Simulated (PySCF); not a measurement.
# Computed properties of H₃S, SMILES [SH3+], charge +1

H3S, SMILES [SH3+], charge +1. Geometry: B3LYP-D3(BJ)/def2-TZVPD. The isomer is the one that the SMILES or the coordinates give; other isomers of the formula were not compared. The values are those of a single conformer. All values are computed for the isolated molecule unless a solvent is named; none is compared with measurement here.

**Structure.** The optimised structure has C3v symmetry. All 6 harmonic modes at B3LYP-D3(BJ)/def2-TZVPD (PySCF) are real, so it is a minimum.

**Vibrations.** The strongest infrared lines (harmonic, unscaled, degenerate partners summed) lie at 2595 cm⁻¹ (176 km/mol, H 97 %), 2592 cm⁻¹ (48 km/mol, H 98 %), 1064 cm⁻¹ (11 km/mol, H 94 %). The softest mode is at 1064 cm⁻¹ and the zero-point energy is 16.1 kcal/mol.

**Electronic structure.** ωB97X/def2-TZVPD (PySCF) places the frontier levels at -20.68 and -4.76 eV, a gap of 15.92 eV and a mean polarisability of 17.6 bohr³.

**Excitations.** TDA-CAM-B3LYP/def2-TZVPD (PySCF) has S1 at 9.53 eV (130 nm, f = 0.104, bright); the most intense of the 10 singlets computed lies at 13.41 eV (f = 0.24). Strengths of degenerate partners are summed. T1 (TDA) is at 7.81 eV, 1.72 eV under S1. No vertical singlet excitation falls in the visible range (under 3.1 eV).

**NMR.** GIAO shifts at HF/pcSseg-2 (PySCF) (non-relativistic, atoms alike by connectivity averaged): ¹H at 6.4 ppm against TMS.
